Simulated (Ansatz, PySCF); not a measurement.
Gas-phase reaction in SMILES: C[Si](C)(O)O [dihydroxy(dimethyl)silane] → C[Si](O)O + [CH3] (CH3) (the C-Si bond at the site shown breaks; other sites are not compared here)
Geometries: B3LYP-D3(BJ)/def2-TZVP minima from Ansatz (a first-principles code), one conformer each, not searched for the lowest.

Property: bond dissociation energy (enthalpy at 298 K, with B3LYP-D3(BJ) rigid-rotor harmonic-oscillator terms from PySCF), in kcal/mol. Cores are frozen in the correlated levels unless marked. Open shells are spin-unrestricted. Spin-orbit coupling is left out. No relativistic terms. Basis-set limits of correlation are two-point, X^-3; Hartree-Fock from the larger set.

Level to compare with: CCSD(T)/CBS(cc-pV(T+d)Z,cc-pV(Q+d)Z) (Ansatz), 95.3 kcal/mol. It is a level with limits of its own, and the differences hold the functionals' basis error too.

Q: Rank these functionals by how close they come to CCSD(T)/CBS(cc-pV(T+d)Z,cc-pV(Q+d)Z), closest first: PBE/def2-TZVPD (Ansatz); BLYP/def2-TZVPD (Ansatz); wB97M-V/def2-TZVPD (Ansatz); B97M-V/def2-TZVPD (Ansatz).

A: wB97M-V/def2-TZVPD (range-separated hybrid meta-GGA with VV10, 95.9 kcal/mol, difference 0.6), B97M-V/def2-TZVPD (meta-GGA with VV10, 93.0 kcal/mol, difference -2.3), PBE/def2-TZVPD (GGA, 87.4 kcal/mol, difference -7.9), BLYP/def2-TZVPD (GGA, 82.3 kcal/mol, difference -13.0)
